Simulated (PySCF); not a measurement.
# Ar³⁺ (argon, charge +3) across methods

[Ne] 3s2 3p3, high-spin 4S determinant. Computed with PySCF 2.14 in ANO-RCC-VTZP, with scalar relativity by spin-free X2C-1e.

```
   method  E (hartree)  mean ε 3s α (eV)  mean ε 3s β (eV)  mean ε 3p α (eV)  Σ⟨r²⟩ (bohr²)   ⟨S²⟩
      PBE    -526.0780           -67.354           -62.619           -51.617          12.00  3.750
   r2SCAN    -526.2407           -68.958           -62.684           -52.398          12.00  3.750
CAM-B3LYP    -526.2910           -72.085           -66.214           -55.072          12.02  3.750
      UHF   -525.67419           -80.172           -67.754           -59.229          12.07  3.751
      LDA    -524.6249           -67.074           -62.876           -51.520          12.02  3.750
BHandHLYP    -526.2919           -73.872           -66.200           -55.536          12.01  3.751
    TPSSh    -526.2890           -69.339           -63.298           -52.725          11.99  3.750
    B3LYP    -526.2842           -69.918           -64.327           -53.172          12.00  3.750
```

(1) Estimate the same row for PBE0.

Results:

(1) E (hartree) = -526.1171; mean ε 3s α (eV) = -70.798; mean ε 3s β (eV) = -64.352; mean ε 3p α (eV) = -53.748; Σ⟨r²⟩ (bohr²) = 12.00; ⟨S²⟩ = 3.750.
